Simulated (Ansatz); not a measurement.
Geometry optimisation, RKS PBE/def2-SVP in Ansatz 0.2.0.

input.yaml

```yaml
crystal:
  periodic: [false, false, false]
  atoms:
    - { symbol: W, position_ang: [0.045301, -0.131839, -0.067232] }
    - { symbol: O, position_ang: [-0.171991, -0.017351, 1.84] }
    - { symbol: H, position_ang: [-0.966095, 0.279421, 2.324199] }
    - { symbol: F, position_ang: [1.900736, -0.193677, 0.091629] }
    - { symbol: F, position_ang: [-0.08717, 1.746387, -0.143446] }
    - { symbol: F, position_ang: [-1.843426, -0.252011, -0.087563] }
    - { symbol: F, position_ang: [0.078069, -2.005099, -0.115516] }
    - { symbol: O, position_ang: [0.02082, -0.044046, -1.944521] }
    - { symbol: H, position_ang: [-0.354182, 0.594997, -2.582462] }
    - { symbol: Br, position_ang: [2.235674, 2.292605, 1.856485] }
    - { symbol: H, position_ang: [1.554263, 1.151912, 2.560127] }
basis:
  gaussian: { orbitals: def2-SVP }
hamiltonian:
  xc: pbe
relax:
  f_tol: 0.03
  max_steps: 50
```

Run as:

```bash
$ ansatz run input.yaml --threads 4 --pin off --max-ram 5120MiB --backend cpu --events-out ev --progress --plain --runs-dir out
```

Where does it end, and by what steps?

It converged. The force dipped under the threshold on the way, but the program's further checks kept it going. After 25 steps the energy has fallen by 0.315 eV; Br10 moved furthest, 1.90 Å.

```csv
step,energy less start (eV),largest force component (eV/Å),accepted
0,0.0000,0.992,yes
1,-0.1458,0.391,yes
2,-0.1960,0.144,yes
3,-0.2163,0.122,yes
4,-0.2354,0.177,yes
5,-0.2419,0.451,yes
6,-0.2535,0.274,yes
7,-0.2696,0.116,yes
8,-0.2781,0.242,yes
9,-0.2841,0.171,yes
10,-0.2896,0.118,yes
11,-0.2927,0.171,yes
12,-0.2955,0.108,yes
13,-0.3033,0.082,yes
14,-0.3065,0.175,yes
15,-0.2650,1.472,no
16,-0.3101,0.149,yes
17,-0.3131,0.035,yes
18,-0.3121,0.326,no
19,-0.3123,0.148,no
20,-0.3137,0.022,yes
21,-0.3143,0.120,yes
22,-0.3146,0.041,yes
23,-0.3148,0.008,yes
24,-0.3149,0.012,yes
25,-0.3150,0.027,yes
```

```xyz
11
Properties=species:S:1:pos:R:3
W 0.063 0.131 -0.309
O -0.033 0.541 1.546
H -0.815 0.522 2.130
F 1.903 0.423 -0.422
F -0.175 1.947 -0.730
F -1.806 -0.141 -0.093
F 0.447 -1.661 0.110
O -0.246 -0.339 -2.091
H -1.002 -0.626 -2.636
Br 2.568 1.523 3.560
H 1.508 1.100 2.668
```

Whether the end is a true minimum wasn't checked by a vibrational analysis.

Time of the run: 90 s on 4 threads of Arm Neoverse V1, on a shared host, peak memory 0.27 GiB.
